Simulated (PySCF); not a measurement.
Ti(Cl)3(OMe) (CH3Cl3OTi), SMILES [O]([Ti]([Cl])([Cl])[Cl])C, multiplicity 1. Geometry optimised at PBE-D3(BJ)/def2-SVP. The spin state was assumed, not searched. One conformer was computed; it need not be the lowest.

### Question
Give the equilibrium geometry at PBE-D3(BJ)/def2-SVP (PySCF confirms it by a frequency run) as a Z-matrix, and its point group. (The exact figures need the calculation; the answer reports its results.)

### Answer
This is not unique; one that fits is point group C3v.
```
O
C 1 1.3976
H 2 1.1110 1 109.91
H 2 1.1110 3 109.03 1 120.53
H 2 1.1110 3 109.03 4 118.94
Ti 1 1.7318 4 149.54 2 180.00
Cl 6 2.1975 1 108.34 4 120.00
Cl 6 2.1975 1 108.34 4 -120.00
Cl 6 2.1975 1 108.34 4 0.00
```
Charge 0, spin multiplicity 1.
